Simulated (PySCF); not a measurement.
Computed properties of In(H)(Cl)(OMe) (CH4ClInO), SMILES C[O][InH][Cl]

In(H)(Cl)(OMe) (CH₄ClInO), SMILES C[O][InH][Cl]. The structure is a stationary point at PBE0-D3(BJ)/def2-SVP. The structure was generated by enumeration; whether it is a known compound was not checked. The def2 effective core potentials stand for the cores of In; spin–orbit coupling is left out. The values are those of a single conformer. All values are computed for the isolated molecule unless a solvent is named; none is compared with measurement here.

**Structure.** The optimised structure has Cs symmetry. All 18 harmonic modes at PBE0-D3(BJ)/def2-SVP (PySCF) are real, so it is a minimum. With heavy atoms numbered as in [InH:1]([Cl:3])[O:4][CH3:5], the shortest bond between them is O4–C5 at 1.395 Å and the longest In1–Cl3 at 2.339 Å.

**Vibrations.** The strongest infrared lines (harmonic, unscaled, degenerate partners summed) lie at 1150 cm⁻¹ (193 km/mol, C 39 %, O 39 %, H 22 %), 435 cm⁻¹ (116 km/mol, H 85 %), 2973 cm⁻¹ (113 km/mol, H 97 %). The softest mode is at 47 cm⁻¹ and the zero-point energy is 30.1 kcal/mol.

**Electronic structure.** r2SCAN/def2-TZVP (PySCF) places the frontier levels at -6.58 and -2.17 eV, a gap of 4.41 eV, and gives a dipole moment of 3.20 D and a mean polarisability of 65.8 bohr³. PBE/def2-TZVP (PySCF) at the same geometry gives -6.29 and -2.42 eV, so its gap is 0.54 eV narrower. An orbital gap is neither the optical nor the fundamental gap.

**Excitations.** TDA-PBE0/def2-SVPD (PySCF) has S1 at 4.82 eV (257 nm, f = 0.008, weak); the most intense of the 10 singlets computed lies at 5.78 eV (f = 0.20). T1 (TDA) is at 4.45 eV, 0.37 eV under S1. TDA-PBE/def2-SVPD (PySCF) puts S1 at 3.99 eV. No vertical singlet excitation falls in the visible range (under 3.1 eV).
